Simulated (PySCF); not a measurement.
# Two-component Hartree-Fock for Xe(19+) (xenon, charge +19)

Start: [Ar] 3d10 4s2 4p5; 4p1/2 filled at m_j = -1/2, +1/2; 4p3/2 filled at m_j = -1/2, +1/2, +3/2. Calculated with PySCF 2.14 in an uncontracted even-tempered set (18 s from 1.2 bohr⁻², ratio 2.8; 14 p from 1.5 bohr⁻², ratio 2.8; 9 d from 2.7 bohr⁻², ratio 2.8; 4 f from 9.3 bohr⁻², ratio 3): generalised Hartree-Fock with the X2C-1e Hamiltonian and a Gaussian nucleus; spin-orbit coupling (SO) screened by Boettger's factors.

```
spinor shell  electrons  ε, screened SO (eV)  weight of nominal j (screened SO)  rms radius, screened SO (bohr)
       1s1/2          2             -35243.6                              1.000                          0.0305
       2s1/2          2              -6021.8                              1.000                           0.124
       2p1/2          2              -5677.7                              1.000                           0.107
       3s1/2          2              -1661.3                              1.000                           0.324
       3p1/2          2              -1518.1                              1.000                           0.315
       3p3/2          4              -1452.1                              1.000                           0.327
       3d3/2          4              -1203.1                              0.999                           0.298
       3d5/2          6              -1189.2                              0.999                           0.302
       4s1/2          2              -657.00                              1.000                           0.700
       4p1/2          2              -598.32                              0.992                           0.719
       4p3/2          3              -581.93                              0.995                           0.740
```

Q: Where does 2p3/2 lie, and what is the 2p spin-orbit splitting (screened SO)?

A: At -5349.2 eV, 328.52 eV above 2p1/2.

```csv
quantity,screened SO
E (hartree),-7297.60648
M_J,3/2
⟨J²⟩,3.752
⟨L²⟩,2.020
⟨S²⟩,0.769
```

Each row is a mean over spinors that exchange with the open shell spreads, by up to 8.231 eV (4s1/2).

Breit and QED terms are absent; they matter most for the inner s and p1/2 levels.

Densities and radii are taken from the X2C orbitals without a picture-change correction, which distorts them close to the nucleus.
